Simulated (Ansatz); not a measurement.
CH6AlFO2Si, relaxed with RKS PBE0-D4/def2-TZVP in Ansatz 0.2.0 from a PBE-D4/def2-SVP geometry. The force threshold is 0.005 eV/Å; the program also tests the step.

The species carries charge 0 and has multiplicity 1. The bonds changed during the relaxation, so this is another structure than the one it started from.

Start:

```xyz
12

F    -1.641    0.622    2.470
C    -0.812    0.363   -0.191
O     0.111   -0.070    0.522
Al   -0.068   -0.071    2.523
O    -0.736    0.382   -1.496
Si    0.715   -0.221   -2.305
H    -1.752    0.757    0.256
H     1.099    0.940    2.948
H    -0.035   -1.639    2.847
H     1.874    0.615   -1.870
H     0.370   -0.011   -3.742
H     0.874   -1.667   -1.962
```

(1) By how much does the energy fall, and how many steps does the optimiser take? (An estimate is asked.)

(2) Which bonds change most? (An estimate is asked.)

(3) Give the relaxed structure. (Estimate.)

Answers

(1) Computed: 7.63 kJ/mol, in 8 steps.

(2) The calculation gave: O5–Si6 from 1.767 to 1.720 Å; O3–Al4 from 2.009 to 1.965 Å; F1–Al4 from 1.720 to 1.688 Å; C2–H7 from 1.112 to 1.093 Å.

(3) Computed: 
```xyz
12

F    -1.615    0.608    2.499
C    -0.811    0.364   -0.199
O     0.083   -0.058    0.526
Al   -0.069   -0.069    2.486
O    -0.709    0.371   -1.489
Si    0.703   -0.217   -2.276
H    -1.746    0.758    0.207
H     1.096    0.923    2.911
H    -0.021   -1.623    2.810
H     1.850    0.605   -1.843
H     0.374   -0.015   -3.700
H     0.864   -1.644   -1.934
```
